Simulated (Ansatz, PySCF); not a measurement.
The PySCF input:
```python
from pyscf import gto, scf, dft

mol = gto.Mole()
mol.atom = '''
    O    -1.559448   -0.239176    0.380886
    C    -0.384527   -0.020327    0.121879
    S     1.057372    0.108965   -0.296749
    H    -2.135197    0.291930    0.969628
'''
mol.basis = 'cc-pvdz'
mol.charge = 1
mol.spin = 0
mol.verbose = 4
mol.build()

mf = dft.RKS(mol)
mf.xc = 'b3lyp5'
mf.grids.atom_grid = (99, 590)
mf.grids.prune = None
mf.kernel()
```

Question: Give the equivalent Ansatz (a quantum-chemistry and plane-wave program) input.

Answer: One answer among several that fit: 
Ansatz 0.2 input:
```yaml
crystal:
  periodic: [false, false, false]
  atoms:
    - {symbol: O, position_ang: [-1.55944818, -0.23917576, 0.38088567]}
    - {symbol: C, position_ang: [-0.38452733, -0.02032705, 0.12187927]}
    - {symbol: S, position_ang: [1.05737168, 0.10896489, -0.29674929]}
    - {symbol: H, position_ang: [-2.13519739, 0.29193014, 0.96962766]}
basis:
  gaussian:
    orbitals: cc-pVDZ
hamiltonian:
  xc: b3lyp5
total_charge: 1
accuracy: high
```

Both were run: PySCF gave -511.687708 Eh and Ansatz -511.687708 Eh, 0.000 mEh apart.
